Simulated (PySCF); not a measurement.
Tetramethylammonium, SMILES C[N+](C)(C)C (C4H12N (cation, charge +1)) at its GFN2-xTB optimised geometry (Å):

```
17

C      0.6046     0.7478     2.4067
N      0.1224     0.0787     1.1849
C     -1.3515     0.0909     1.1670
C      0.6340     0.7910     0.0000
C      0.6025    -1.3149     1.1658
H      0.2580     1.7795     2.4344
H      1.6929     0.7459     2.4341
H      0.2336     0.2327     3.2911
H     -1.7227    -0.3999     0.2690
H     -1.7212     1.1147     1.1816
H     -1.7444    -0.4328     2.0369
H      0.2865     1.8227     0.0000
H      1.7227     0.7910     0.0000
H      0.2865     0.3071    -0.9111
H      1.6908    -1.3398     1.1779
H      0.2328    -1.8540     2.0363
H      0.2532    -1.8227     0.2684
```

Method: PySCF 2.14.0 with CAM-B3LYP/def2-SVP. Cells within 0.4 Å of a nucleus heavier than hydrogen are left out (blank, or x).

Map of the Laplacian of the electron density (e/bohr⁵), clipped to [-1.50, 1.50] on the plane z = 1.2 Å:

```
|666666666666666666666666666|
|666666666666666666666666666|
|666666666666666666666666666|
|666666666666666666666666666|
|666666666666666666666666666|
|666666666666666666666666666|
|666666666666666666666666666|
|666666666666666666666666666|
|666666666666666666666666666|
|666666613666677766666666666|
|666666621567777776666666666|
|666666651477777776666666666|
|66666676xx552xx777666666666|
|66666677xx630xx677666666666|
|666666766966610677666666666|
|666666666777763577666666666|
|666666666667774x56566666666|
|66666666666677xxx2036666666|
|66666666666666xxx4256666666|
|666666666666666676666666666|
|666666666666666776666666666|
|666666666666666666666666666|
|666666666666666666666666666|
|666666666666666666666666666|
|666666666666666666666666666|
|666666666666666666666666666|
|666666666666666666666666666|
```
Scale: ten equal steps from -1.50 (start of '0') to 0.848 (end of '9'), in the order '0123456789'; x runs from -4.00 to 4.00, y from -4.00 (bottom) to 4.00 (top).
